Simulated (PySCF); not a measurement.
PySCF input file for 2,3-dihydro-1,4-oxaselenine (C4H6OSe), SMILES C1=C[Se]CCO1, PBE-D3(BJ)/def2-SVP. Geometry optimised at PBE-D3(BJ)/def2-SVP. Other conformers were not sampled.

```python
import numpy as np
from pyscf import gto, scf, dft, df
from pyscf.hessian import thermo

mol = gto.M(
    atom='''
    C     1.26690403   -1.40189597   -0.12456207
    C     1.40986590   -0.08378627    0.14441870
    Se   -0.01855630    1.17282108    0.25783994
    C    -1.39858095   -0.23116150    0.17617530
    C    -1.01031161   -1.31108889   -0.83044841
    O     0.12812779   -2.07826670   -0.44475811
    H     2.12909249   -2.08696294   -0.08291987
    H     2.40673097    0.31174285    0.38299095
    H    -2.34130641    0.26252482   -0.12925062
    H    -1.53250678   -0.66690200    1.18569043
    H    -0.83205949   -0.85191780   -1.82869864
    H    -1.83132338   -2.05067194   -0.92980625
    ''',
    basis='def2-SVP',
    charge=0,
    spin=0,
    max_memory=1600,
    verbose=3,
)
mf = dft.RKS(mol, xc='pbe').density_fit(auxbasis='def2-universal-jkfit')
mf.disp = 'd3bj'
mf.grids.level = 3
mf.conv_tol = 1e-11
mf.max_cycle = 100
mf.kernel()

# [left out here: the lines that compute and print the analytic Hessian (its translational invariance restored by hand, since the grid's response is missing), thermochemistry and intensities]
```

Program output:

```
converged SCF energy = -2631.68444136668

WARN: DFTD3 does not support analytical Hessian, using finite difference


WARN: Mole.unit (angstrom) is changed to Bohr

Mode                                 0                   1                   2
Irrep
Freq [cm^-1]                      115.9350            261.8161            292.0688
Reduced mass [au]                   3.3549              1.9800              9.2823
Force const [Dyne/A]                0.0266              0.0800              0.4665
Char temp [K]                     166.8047            376.6951            420.2220
Normal mode                   x     y     z       x     y     z       x     y     z
       0   C                -0.02 -0.00  0.05    0.03  0.04 -0.05    0.04  0.05  0.01
       1   C                -0.01 -0.02  0.13    0.01  0.01  0.06    0.06  0.04  0.02
       2  Se                -0.00  0.01 -0.03    0.01 -0.01  0.01   -0.00 -0.06 -0.02
       3   C                 0.04 -0.04  0.10   -0.05  0.05 -0.08   -0.06  0.04  0.04
       4   C                -0.04  0.01  0.02   -0.08 -0.09  0.06   -0.02  0.10  0.01
       5   O                 0.02  0.02 -0.13    0.04  0.02 -0.04   -0.01  0.12  0.03
       6   H                -0.04 -0.03  0.13    0.04  0.05 -0.10   -0.00  0.01  0.00
       7   H                -0.03 -0.07  0.29    0.00  0.01  0.10    0.04  0.09  0.02
       8   H                -0.02 -0.07  0.23    0.03  0.09 -0.26   -0.02  0.10  0.03
       9   H                 0.18 -0.06  0.11   -0.23  0.18 -0.04   -0.09  0.01  0.02
      10   H                -0.16  0.05  0.02   -0.29 -0.25 -0.05    0.00  0.15  0.04
      11   H                -0.03 -0.01  0.08   -0.05 -0.16  0.32    0.02  0.06 -0.06
Mode                                 3                   4                   5
Irrep
Freq [cm^-1]                      427.6307            458.1591            574.2154
Reduced mass [au]                   3.2999              3.1824              3.7110
Force const [Dyne/A]                0.3555              0.3936              0.7209
Char temp [K]                     615.2653            659.1890            826.1682
Normal mode                   x     y     z       x     y     z       x     y     z
       0   C                 0.06 -0.04 -0.12   -0.03  0.07 -0.08    0.00  0.01  0.00
       1   C                -0.03 -0.08  0.12   -0.01  0.03  0.12   -0.01  0.01 -0.00
       2  Se                -0.02  0.01 -0.01    0.02  0.00 -0.00    0.03  0.02 -0.00
       3   C                -0.02  0.05  0.04    0.04 -0.08 -0.03   -0.19 -0.12  0.05
       4   C                 0.06  0.05  0.05   -0.04 -0.05 -0.08   -0.02 -0.03 -0.01
       5   O                 0.01 -0.04  0.02   -0.06  0.03  0.09    0.02 -0.00 -0.01
       6   H                 0.11  0.01 -0.36    0.00  0.10 -0.27    0.01  0.01  0.03
       7   H                -0.02 -0.03 -0.01    0.03  0.04 -0.04   -0.01  0.01  0.02
       8   H                 0.01  0.03 -0.08   -0.04 -0.07  0.20   -0.15 -0.10 -0.05
       9   H                -0.11  0.11  0.05    0.25 -0.18 -0.05   -0.23 -0.08  0.06
      10   H                 0.16  0.13  0.11   -0.01 -0.11 -0.10    0.08  0.14  0.09
      11   H                 0.04  0.10 -0.08   -0.04 -0.05 -0.05    0.07 -0.10 -0.25
Mode                                 6                   7                   8
Irrep
Freq [cm^-1]                      593.5379            680.5784            731.5526
Reduced mass [au]                   4.9586              1.3542              2.3046
Force const [Dyne/A]                1.0292              0.3696              0.7267
Char temp [K]                     853.9688            979.2008           1052.5414
Normal mode                   x     y     z       x     y     z       x     y     z
       0   C                 0.08 -0.09 -0.01    0.00 -0.03  0.12    0.08 -0.06 -0.01
       1   C                 0.17 -0.09 -0.01   -0.00 -0.02  0.05   -0.14 -0.05 -0.03
       2  Se                -0.03  0.03  0.00    0.00  0.00 -0.00    0.01 -0.00  0.00
       3   C                -0.02 -0.02 -0.02   -0.02  0.00 -0.01   -0.07  0.05 -0.04
       4   C                -0.04 -0.00 -0.03   -0.02  0.01 -0.01    0.00  0.03 -0.02
       5   O                -0.01  0.05  0.02    0.02  0.01 -0.05    0.04  0.05  0.03
       6   H                -0.02 -0.23  0.01    0.08  0.03 -0.31    0.09 -0.04  0.08
       7   H                 0.17 -0.10  0.06    0.10  0.20 -0.74   -0.22  0.08  0.07
       8   H                -0.06 -0.02  0.08   -0.03  0.01  0.04   -0.25 -0.09  0.28
       9   H                 0.06 -0.08 -0.03    0.02 -0.01 -0.00    0.30 -0.07 -0.04
      10   H                -0.09 -0.06 -0.06   -0.07 -0.00 -0.03   -0.09 -0.13 -0.11
      11   H                -0.00 -0.06  0.05   -0.00 -0.02  0.03    0.05 -0.06  0.15
Mode                                 9                  10                  11
Irrep
Freq [cm^-1]                      825.5497            852.5025            925.3044
[...]
Freq [cm^-1]                     1273.6478           1307.2036           1347.8227
Reduced mass [au]                   1.2136              1.2137              1.3285
Force const [Dyne/A]                1.1599              1.2219              1.4220
Char temp [K]                    1832.4956           1880.7750           1939.2168
Normal mode                   x     y     z       x     y     z       x     y     z
       0   C                -0.03 -0.00 -0.00    0.03  0.02  0.01   -0.05  0.01 -0.01
       1   C                -0.00 -0.01 -0.00   -0.05  0.08  0.01    0.02 -0.05 -0.01
       2  Se                -0.00 -0.00  0.00    0.00 -0.00 -0.00    0.00  0.00 -0.00
       3   C                -0.02 -0.06  0.02    0.00  0.02 -0.00   -0.01  0.01 -0.02
       4   C                -0.04  0.02 -0.02   -0.01  0.00 -0.02    0.05 -0.09 -0.05
       5   O                 0.07  0.03  0.00    0.05 -0.03  0.02    0.04  0.02  0.03
       6   H                -0.14 -0.15 -0.05   -0.48 -0.64 -0.23   -0.01  0.06  0.01
       7   H                -0.04  0.07  0.00    0.09 -0.23 -0.04   -0.07  0.14  0.03
       8   H                 0.05  0.05 -0.03   -0.03 -0.05 -0.01   -0.06  0.05  0.20
       9   H                 0.07  0.33  0.19   -0.02 -0.06 -0.04   -0.13 -0.01 -0.04
      10   H                 0.42 -0.38 -0.11   -0.15  0.16  0.03   -0.20  0.50  0.18
      11   H                -0.36  0.36  0.08    0.01 -0.01  0.02   -0.36  0.34  0.26
Mode                                21                  22                  23
Irrep
Freq [cm^-1]                     1378.7715           1416.6496           1631.7369
Reduced mass [au]                   1.1213              1.1036              7.1461
Force const [Dyne/A]                1.2559              1.3049             11.2104
Char temp [K]                    1983.7452           2038.2433           2347.7060
Normal mode                   x     y     z       x     y     z       x     y     z
       0   C                -0.01  0.00 -0.00    0.02 -0.01  0.00    0.06  0.20  0.05
       1   C                 0.00 -0.01 -0.00   -0.01  0.03  0.00   -0.00 -0.17 -0.03
       2  Se                -0.00 -0.00  0.00    0.00 -0.00  0.00   -0.00  0.00  0.00
       3   C                -0.06  0.03  0.05    0.00 -0.01 -0.00    0.01 -0.00  0.00
       4   C                -0.00 -0.03 -0.01   -0.05 -0.00 -0.05   -0.01  0.01  0.00
       5   O                 0.02  0.00  0.01   -0.03 -0.00 -0.01   -0.03 -0.03 -0.01
       6   H                -0.00  0.01 -0.00    0.03 -0.00  0.01   -0.18 -0.07 -0.04
       7   H                -0.02  0.04  0.00    0.03 -0.05 -0.01   -0.12  0.02 -0.01
       8   H                 0.22  0.14 -0.58   -0.01 -0.03 -0.02    0.01 -0.00 -0.01
       9   H                 0.59 -0.32 -0.03    0.00  0.03  0.02   -0.00 -0.00  0.00
      10   H                -0.01  0.10  0.05    0.56  0.27  0.20    0.05 -0.02 -0.00
      11   H                -0.09  0.06  0.03    0.15 -0.28  0.60    0.05 -0.06  0.02
Mode                                24                  25                  26
Irrep
Freq [cm^-1]                     2959.4634           3010.6343           3032.1599
Reduced mass [au]                   1.0639              1.0616              1.1016
Force const [Dyne/A]                5.4899              5.6690              5.9673
Char temp [K]                    4258.0089           4331.6324           4362.6030
Normal mode                   x     y     z       x     y     z       x     y     z
       0   C                -0.00 -0.00 -0.00   -0.00 -0.00  0.00   -0.00 -0.00 -0.00
       1   C                 0.00  0.00  0.00    0.00  0.00 -0.00   -0.00  0.00 -0.00
       2  Se                -0.00 -0.00 -0.00   -0.00 -0.00 -0.00   -0.00 -0.00  0.00
       3   C                -0.00  0.00 -0.00   -0.05  0.00  0.04    0.02 -0.00 -0.01
       4   C                 0.01 -0.00  0.07    0.02  0.02 -0.01    0.06  0.06 -0.02
       5   O                 0.00 -0.00  0.00    0.00 -0.00  0.00    0.00 -0.00  0.00
       6   H                -0.01  0.01  0.00   -0.00  0.00 -0.00   -0.01  0.00 -0.00
       7   H                 0.00  0.00  0.00   -0.00 -0.00 -0.00   -0.00 -0.00 -0.00
       8   H                 0.02 -0.01  0.01    0.50 -0.28  0.18   -0.17  0.09 -0.06
       9   H                -0.01 -0.02  0.04    0.07  0.28 -0.65   -0.02 -0.06  0.16
      10   H                 0.15  0.36 -0.77   -0.01 -0.03  0.08   -0.06 -0.15  0.35
      11   H                -0.31 -0.28 -0.02   -0.18 -0.16 -0.02   -0.61 -0.55 -0.07
Mode                                27                  28                  29
Irrep
Freq [cm^-1]                     3082.8193           3115.5842           3156.8106
Reduced mass [au]                   1.1093              1.0893              1.0951
Force const [Dyne/A]                6.2117              6.2297              6.4296
Char temp [K]                    4435.4906           4482.6319           4541.9476
Normal mode                   x     y     z       x     y     z       x     y     z
       0   C                 0.00 -0.00  0.00   -0.06  0.05 -0.00    0.01 -0.02 -0.00
       1   C                -0.00 -0.00 -0.00    0.02  0.00  0.00    0.07  0.04  0.02
       2  Se                 0.00  0.00 -0.00    0.00 -0.00 -0.00   -0.00  0.00  0.00
       3   C                 0.05 -0.05  0.06    0.00 -0.00  0.00   -0.00 -0.00  0.00
       4   C                -0.00 -0.00  0.01    0.00 -0.00  0.00   -0.00 -0.00 -0.00
       5   O                -0.00  0.00 -0.00   -0.00 -0.00 -0.00   -0.00 -0.00 -0.00
       6   H                -0.01  0.01 -0.00    0.73 -0.58  0.04   -0.16  0.13 -0.01
       7   H                 0.01  0.00  0.00   -0.19 -0.08 -0.05   -0.84 -0.34 -0.20
       8   H                -0.61  0.32 -0.20   -0.01  0.00 -0.00   -0.00  0.00 -0.00
       9   H                 0.07  0.23 -0.56    0.00  0.00 -0.01    0.00  0.00 -0.00
      10   H                 0.01  0.02 -0.05    0.00  0.01 -0.01    0.00  0.00 -0.00
      11   H                 0.01  0.01  0.00   -0.01 -0.01 -0.00    0.00  0.00  0.00
temperature 298.1500 [K]
pressure 101325.00 [Pa]
Rotational constants [GHz] 4.57116 1.99913 1.45530
Symmetry number 1
Zero-point energy (ZPE) 0.09117 [Eh]   239371.546 [J/mol]
                           tot       elec      trans        rot        vib
Entropy [J/mol/K]       330.461      0.000    171.159    115.405     43.898
Cv [J/mol/K]             91.885      0.000     12.472     12.472     66.941
Cp [J/mol/K]            100.199      0.000     20.786     12.472     66.941
Internal energy [J/mol]                      3718.434   3718.434 247521.189
Internal energy [Eh]   -2631.58733  -2631.68444
Enthalpy [J/mol]                             6197.391   3718.434 247521.189
Enthalpy [Eh]          -2631.58639
Gibbs free energy [J/mol]                  -44833.569 -30689.433 234432.978
Gibbs free energy [Eh] -2631.62392
mode   freq/cm-1   IR/(km/mol)
   1      115.94         4.633
   2      261.82         1.314
   3      292.07         0.504
   4      427.63         9.879
   5      458.16        11.230
   6      574.22         0.549
   7      593.54         7.453
   8      680.58        30.807
   9      731.55         2.215
  10      825.55         6.357
  11      852.50         2.021
  12      925.30        15.327
  13      955.80         9.302
  14      992.28        17.388
  15     1071.70        31.639
  16     1143.23         3.007
  17     1179.62        10.336
  18     1225.01        28.907
  19     1273.65        55.130
  20     1307.20        10.495
  21     1347.82         2.724
  22     1378.77         7.016
  23     1416.65         4.455
  24     1631.74        76.733
  25     2959.46        37.299
  26     3010.63         4.578
  27     3032.16        20.246
  28     3082.82         2.201
  29     3115.58         4.316
  30     3156.81         4.059
max |gradient| / (hartree/bohr): 6.37143235409431e-05
APT charges: [ 0.33   -0.1132 -0.0271  0.0204  0.3683 -0.6263  0.0374  0.0497  0.0166
 -0.0178 -0.0199 -0.0181]
```

Self-consistency was reached.

Cost: about 4 core-minutes (a rough figure).
